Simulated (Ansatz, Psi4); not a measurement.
Worked example: the enthalpy of formation of BClF2 (chlorodifluoroborane)

The species is BClF2 (4 atoms), meant as a singlet with charge 0. SMILES: `FB(F)Cl`. Geometry: relaxed at PBE0-D4/def2-TZVP.

Total energies at M06-L/aug-cc-pVDZ (Psi4 1.11); the atoms run unrestricted:

| species | state | energy (Eh) |
| --- | --- | --- |
| BClF2 | singlet | -684.894243 |
| F | doublet | -99.727991 |
| B | doublet | -24.649497 |
| Cl | doublet | -460.135872 |

Harmonic wavenumbers at PBE0-D4/def2-TZVP, in cm⁻¹: 341, 424, 603, 701, 1261, 1458.

Measured heats of formation of the gaseous atoms at 298.15 K, in kJ/mol: F 79.4, B 570.3, Cl 121.3. Spin-orbit lowering of the atoms at 298 K (mean of the ground term's levels less their thermal mean, from spectra), in kJ/mol: F 1.29, B 0.00, Cl 3.44. Take 1 Eh = 2625.50 kJ/mol, 1 cm⁻¹ = 0.0119627 kJ/mol, RT = 2.479 kJ/mol.

Q: Work out the heat of formation of the gas at 298 K.

A: 
1. Electronic atomisation energy: 2 × (-99.727991) + (-24.649497) + (-460.135872) − (-684.894243) = 0.652892 Eh = 1714.2 kJ/mol.
2. Zero-point energy: half the sum of the wavenumbers, 2394 cm⁻¹ = 28.6 kJ/mol.
3. Thermal vibrational enthalpy, Σ hcν̃/(exp(hcν̃/kT) − 1): 2.5 kJ/mol. Translation, rotation and pV of a non-linear molecule: 4 RT = 9.9 kJ/mol.
4. The 4 free atoms carry 5/2 RT each: 24.8 kJ/mol.
5. Spin-orbit coupling lowers the free atoms by 2 × 1.29 + 0.00 + 3.44 = 6.0 kJ/mol.
6. Atomisation enthalpy at 298 K: 1714.2 − 6.0 − 28.6 − 2.5 − 9.9 + 24.8 = 1692.0 kJ/mol.
7. Sum of the atoms' heats of formation: 850.4 kJ/mol. Heat of formation: 850.4 − 1692.0 = -841.6 kJ/mol.

The tabulated value is -885.3 kJ/mol (NIST-JANAF tables; in doubt: it rests on an older heat of the boron atom), so this level is off by +43.7 kJ/mol, or 2.5 % of the atomisation enthalpy that the table implies (1735.7 kJ/mol). Anharmonicity and any spin-orbit splitting of the molecule are left out.
